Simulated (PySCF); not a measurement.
## Frontier orbitals and the lowest excitations

C3H9FN2Si.
Cartesian coordinates in Å at the GFN2-xTB level; atoms count from 1:
```
atom  x, y, z in Å
C1    -0.2560   -0.2760    1.4921
C2    -0.1890    0.1041    0.2231
C3    -1.4102    0.1650   -0.6694
N4    -2.6888   -0.1903   -0.0885
Si5    1.4471    0.6258   -0.5566
N6     2.6046   -0.6054   -0.2649
F7     2.0629    1.9003    0.2215
H8    -1.1796   -0.5626    1.9758
H9     0.6227   -0.3131    2.1126
H10   -1.2432   -0.4957   -1.5281
H11   -1.4996    1.1828   -1.0640
H12   -2.6567   -1.1376    0.2744
H13   -2.9039    0.4316    0.6840
H14    1.2804    1.1246   -1.9188
H15    2.4188   -1.5554   -0.5360
H16    3.5827   -0.3893   -0.3686
```

Theory: TDDFT B3LYP/def2-SVPD, vertical, gas phase, core orbitals frozen in the response in PySCF. GFN2-xTB frequencies show an imaginary mode (25i cm⁻¹), so this geometry is no minimum at that level.

Frontier orbitals with the atoms that hold most of them (Löwdin shares over 4%, at most four atoms; ? is withheld):

| orbital | ε (eV) | atoms |
| --- | --- | --- |
| HOMO-3 | -8.95 | C2 22%, Si5 17%, C1 14%, N6 8% |
| HOMO-2 | -7.68 | N6 36%, C1 16%, C2 15%, Si5 9% |
| HOMO-1 | -7.54 | N6 26%, C1 22%, C2 21%, C3 6% |
| HOMO | -6.82 | ? |
| LUMO | ? | ? |
| LUMO+1 | 0.09 | Si5 21%, H15 11%, C1 10%, N6 9% |
| LUMO+2 | 0.61 | H13 11%, H16 10%, C3 8%, N4 8% |

**Question.** Give the leading atoms of the LUMO.

**Answer.** C1 (bonded to C and 2 H) 30%; C2 (bonded to 2 C and Si) 28%; Si5 (bonded to C, F, N and H) 14%; H8 (bonded to C) 4%. By element: carbon 57% or more, silicon 14%, hydrogen 4% or more.

**Question.** Which atoms hold the HOMO, and with what shares?

**Answer.** N4 (bonded to C and 2 H) 58%; C2 (bonded to 2 C and Si) 10%; C3 (bonded to C, N and 2 H) 9%; H12 (bonded to N) 6%. By element: nitrogen 58% or more, carbon 19% or more, hydrogen 6% or more.

**Question.** What is the LUMO energy, and the HOMO–LUMO gap?

**Answer.** ε(LUMO) = -0.81 eV; the gap is 6.01 eV (0.2209 hartree).

**Question.** How does S1 compare with the orbital gap of 6.01 eV?

**Answer.** S1 is at 5.00 eV (f = 0.0004), 1.01 eV below the gap, made of HOMO→LUMO (99%). 

**Question.** Give energy, strength and leading configuration of S1 and S3, and follow the Löwdin shares of the leading atoms from the occupied to the empty orbital.

**Answer.** 
- S1 (5.00 eV, f 0.0004), HOMO→LUMO (99%): N4 58% → at most 5%, C2 10% → 28%, C1 at most 6% → 30%
- S3 (6.02 eV, f 0.017), HOMO→LUMO+1 (80%): N4 58% → at most 9%, C2 10% → at most 9%, Si5 at most 6% → 21%, H15 at most 6% → 11%

One conformer stands for the species.
